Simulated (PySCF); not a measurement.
Computed Raman spectrum (relative Raman activity) of a molecule C4H2BrCl. Geometry optimised at r2SCAN-D4/def2-SVP. The values are those of a single conformer. All values below come from PySCF with r2SCAN-D4/def2-SVP. Frequencies are harmonic and unscaled.

ν (cm⁻¹): 1626 (m), 2194 (vs), 3161 (m), 3476 (w) (against the strongest line: vs over 80 %, s over 45 %, m over 15 %, w over 4 %, vw less)

Task: Which structure fits?
A) C#C/C(Br)=C\Cl
B) C#C/C=C(/Cl)Br
C) C#C/C(Cl)=C\Br

Result: B, C#C/C=C(/Cl)Br
